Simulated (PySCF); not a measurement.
C3H6OS, SMILES CSCC=O (GFN2-xTB optimised geometry):

```
11

C      1.443    -0.334    -1.725
S      1.149    -0.805     0.000
C     -0.685    -0.805     0.000
C     -0.953     0.663     0.000
O     -1.149     1.318    -0.990
H      1.160    -1.155    -2.377
H      0.869     0.560    -1.957
H      2.505    -0.131    -1.817
H     -1.001    -1.305     0.911
H     -1.041    -1.318    -0.892
H     -0.840     1.131     0.994
```

Level of theory: PBE/def2-TZVP run with PySCF.

Problem. What are the frontier orbital energies and the dipole moment?

Solution. HOMO-2 -8.06 eV, HOMO-1 -6.17 eV, HOMO -5.51 eV, LUMO -1.94 eV, LUMO+1 -0.29 eV; dipole moment 1.77 D.

Meta-Löwdin charges at PBE/def2-TZVP: C1 -0.42, S2 0.10, C3 -0.31, C4 0.24, O5 -0.39, H6 0.13, H7 0.15, H8 0.15, H9 0.15, H10 0.14, H11 0.07.
